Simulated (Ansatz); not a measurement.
Geometry optimisation, RKS PBE-D4/def2-SVP in Ansatz 0.2.0.

Input file:

```yaml
crystal:
  periodic: [false, false, false]
  atoms:
    - { symbol: Ge, position_ang: [0.0, 0.0, 0.0] }
    - { symbol: Cl, position_ang: [0.0, 0.0, 2.22] }
    - { symbol: H, position_ang: [1.4616, 0.0, -0.5162] }
    - { symbol: H, position_ang: [-0.73, 1.2648, -0.5162] }
    - { symbol: H, position_ang: [-0.73, -1.2648, -0.5162] }
basis:
  gaussian: { orbitals: def2-SVP }
hamiltonian:
  xc: pbe
  dispersion: d4
relax:
  f_tol: 0.02
  max_steps: 40
```

Command:

```bash
$ ansatz run input.yaml --threads 1 --pin off --max-ram 2048MiB --backend cpu --events-out ev --progress --plain --runs-dir out
```

Task: Where does it end, and by what steps?

Result: The forces met the threshold. After 4 steps the energy has fallen by 0.025 eV; Cl2 moved furthest, 0.06 Å.

```csv
step,energy less start (eV),largest force component (eV/Å),accepted
0,0.0000,0.650,yes
1,-0.0165,0.198,yes
2,-0.0250,0.071,yes
3,-0.0252,0.021,yes
4,-0.0252,0.001,yes
```

```xyz
5
Properties=species:S:1:pos:R:3
Ge 0.000 0.000 -0.022
Cl 0.000 0.000 2.159
H 1.476 0.000 -0.488
H -0.737 1.278 -0.489
H -0.737 -1.278 -0.489
```

Run time: 7.6 s on 1 thread of Arm Neoverse V1 (shared host), peak memory 0.11 GiB.
